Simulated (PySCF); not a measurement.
## Dipole response of Sc⁺ (scandium, charge +1)

[Ar] 3d1 4s1, high-spin 3D determinant. All numbers are calculated (PySCF 2.14, the non-relativistic Hamiltonian (point nucleus), in aug-cc-pwCVTZ). Coupled (time-dependent) response in atomic units; α is the mean over directions.

```tsv
method	mean α (bohr³)	α xx, yy, zz	C₆ (like pair)	S(−4)
PBE0	64.53	63.18, 63.18, 67.22	448.1	3744
```

S(−4) is the Cauchy moment in α(ω) = α(0) + S(−4) ω² + …

α(iu) at PBE0:

| u (hartree) | α(iu) (bohr³) |
| --- | --- |
| 0 | 64.53 |
| 0.0500 | 56.44 |
| 0.100 | 41.51 |
| 0.200 | 21.52 |
| 0.300 | 13.06 |
| 0.500 | 6.923 |
| 0.750 | 4.328 |
| 1.00 | 3.125 |
| 1.50 | 1.926 |
| 2.00 | 1.317 |
| 3.00 | 0.7265 |
| 5.00 | 0.3200 |

For an ion, C₆ is the dispersion term alone; charge-induced terms of lower order in 1/R come first.

The components differ because the open shell of this determinant is not spherical; for a pure term their mean is the scalar polarisability.
